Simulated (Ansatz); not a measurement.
Born–Oppenheimer molecular dynamics of ClF3GeH3N (9 atoms, charge 0, multiplicity 1). It starts at the highest image of a converged band, a first-order saddle point between two minima.

The calculation used Ansatz 0.2.0, RKS PBE/def2-SVP.

```yaml
ensemble: NVE (velocity Verlet)
time_step: 0.5 fs
steps_asked: 200
starting_velocities_drawn_for: 100 K
seed: 8460
```

First frame:

```xyz
9
Properties=species:S:1:pos:R:3
Ge -0.435 0.105 -0.115
Cl 0.051 0.671 2.607
F 0.917 -0.952 0.077
F -0.163 1.799 -0.325
F -0.991 -0.353 -1.704
N -1.943 -0.319 0.970
H -2.227 -1.305 0.856
H -2.750 0.277 0.728
H -1.215 0.078 2.092
```

How far do the bonds stretch over the last three quarters of this one trajectory? (Pairs bonded in most of those frames.)


```
   bond  mean (Å)  spread (Å)  shortest  longest
Ge1–Cl2     2.465       0.301      1.98     2.83
 Ge1–F3     1.747       0.014      1.72     1.77
 Ge1–F4     1.743       0.010      1.72     1.76
 Ge1–F5     1.772       0.018      1.75     1.81
 Ge1–N6     2.081       0.071      1.92     2.21
  N6–H7     1.032       0.013      1.01     1.06
  N6–H8     1.032       0.013      1.00     1.06
  N6–H9     1.067       0.044      1.01     1.16
```

Pairs bonded in part of these frames only: Ge1–Cl2 80 %.

Mean temperature of the second half: 602 K. The conserved energy stayed within 0.043 meV per atom of its start (net change 0.012 meV per atom), so the integration is sound. The kinetic energy rose, since the run started high on the potential surface and went downhill. A run of 0.1 ps of so small a system gives no equilibrium averages. The orbitals stay closed-shell, which can raise the energy where a bond breaks towards radicals; this wasn't checked here.

Time of the run: 4.4 min on 4 threads of Arm Neoverse V1, with other jobs on the host, peak memory 0.18 GiB.
